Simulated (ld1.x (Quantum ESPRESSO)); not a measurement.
## What the settings do to the PAW potential of Sc (Z = 21)

Base potential:

| Quantity | Value |
| --- | --- |
| Element | scandium (Sc) |
| Generator | ld1.x (Quantum ESPRESSO) 7.5 |
| Type | PAW |
| Functional | PBE |
| Relativity | scalar-relativistic |
| Frozen core | [Ar] |
| Valence charge | 3 |
| Reference configuration | 3d1 4s1.75 4p0 (charge +0.25) |
| Partial waves | 4s (bound): rcut 2.90, rcutus 3.45 bohr; 4s channel at 4.45 Ry: rcut 2.90, rcutus 3.45 bohr; 4p (bound, empty): rcut 3.40, rcutus 4.10 bohr; 4p channel at 0.45 Ry: rcut 3.40, rcutus 4.10 bohr; 3d (bound): rcut 1.20, rcutus 1.35 bohr; 3d channel at 3.25 Ry: rcut 1.20, rcutus 1.35 bohr |
| Local potential | all-electron potential smoothed inside 1.50 bohr (lloc = -1) |
| Core correction | a·sin(br)/r model core inside 0.95 bohr |
| Augmentation charge | PSQ, inside the norm-conserving radii |

All-electron outer shells of the reference configuration (PBE, scalar-relativistic, ld1.x):

```csv
shell,level (eV),outermost node (bohr),outermost maximum (bohr)
3s,-56.65,0.42,0.92
3p,-35.23,0.39,0.97
4s,-5.50,1.33,3.06
3d,-4.79,–,1.10
4p,-2.60,1.49,3.88
```

Cutoffs, loose and tight: the cutoffs (Ry, on a coarse ladder) from which the occupation-weighted sum of valence levels, in a spherical-Bessel basis at the reference potential, stays within 10 and 1 mRy of its value at 400 Ry. They do not see the model core or the augmentation charge, which bear on the density cutoff. Test errors are all-electron minus pseudo excitation energies from the reference, over the configurations 3d1 4s2 4p0; 3d1 4s1 4p0; 3d1 4s0 4p0; 3d0 4s2 4p0; 3d1 4s1 4p1; 3d1 4s1.5 4p0; 3d1.5 4s1.5 4p0. A dash means not determined; rows that change the core or the reference have their own tests.

Cutoffs are not given where the Bessel-basis levels miss the radial ones by over 6 mRy, ghosts where they miss by over 20 mRy; a channel whose overlap is not positive is not tested.

A file whose overlap is not positive is unfit for use, and its test errors describe a broken file.

```csv
change,outcome,"cutoff, loose","cutoff, tight",bound ghosts,largest test error (meV)
base,"generated, overlap not positive",–,–,not determined (overlap not positive),-413
core correction a·sin(br)/r model core inside 0.64 bohr,"generated, overlap not positive",–,–,not determined (overlap not positive),-413
functional PBEsol,"generated, overlap not positive",–,–,not determined (overlap not positive),-412
local potential all-electron potential smoothed inside 4.36 bohr (lloc = -1),"generated, overlap not positive",–,–,not determined (overlap not positive),-362
"waves 4s (bound): rcut 2.90, rcutus 4.72 bohr; 4s channel at 4.45 Ry: rcut 2.90, rcutus 4.72 bohr",failed: new_paw_hamiltonian: negative rho,–,–,–,–
"augmentation GAUSS, radius 1.30 bohr",failed: new_paw_hamiltonian: negative rho,–,–,–,–
reference 3d1 4s2 4p0,"generated, overlap not positive",–,–,not determined (overlap not positive),-415 over the solved tests; 1 of 7 tests not solved or not reliable
"wave 4p channel at 0.45 Ry: rcut 3.40, rcutus 4.10 bohr becomes 4p channel at 7.19 Ry: rcut 3.40, rcutus 4.10 bohr","generated, overlap not positive",–,–,not determined (overlap not positive),-413
"core [Ne], valence charge 11; reference 3s2 3p6 3d1 4s2 4p0; waves now 3s (bound): rcut 1.40, rcutus 1.60 bohr; 4s (bound): rcut 1.40, rcutus 1.60 bohr; 3p (bound): rcut 1.65, rcutus 2.10 bohr; 4p (bound): rcut 1.65, rcutus 2.10 bohr; 3d (bound): rcut 1.70, rcutus 2.10 bohr; 3d channel at 3.25 Ry: rcut 1.70, rcutus 2.10 bohr; core correction Bessel-smoothed model core, default radius (core density twice the valence density)","generated, overlap not positive",–,–,not determined (overlap not positive),-376
"waves 4p (bound): rcut 3.40, rcutus 5.26 bohr; 4p channel at 0.45 Ry: rcut 3.40, rcutus 5.26 bohr","generated, overlap not positive",–,–,not determined (overlap not positive),-413
```

(1) What comes out with this change to the base: type ultrasoft; local potential all-electron potential smoothed inside 1.70 bohr (lloc = -1)?

(2) What comes out with this change to the base: local potential all-electron potential smoothed inside 3.00 bohr (lloc = -1)?

Results:

(1) outcome: generated, overlap not positive; bound ghosts: not determined (overlap not positive); largest test error (meV): -548. A file whose overlap is not positive is unfit for use, and its test errors describe a broken file.

(2) outcome: generated; cutoff, loose: 45 Ry; cutoff, tight: 55 Ry; bound ghosts: none; largest test error (meV): -335.
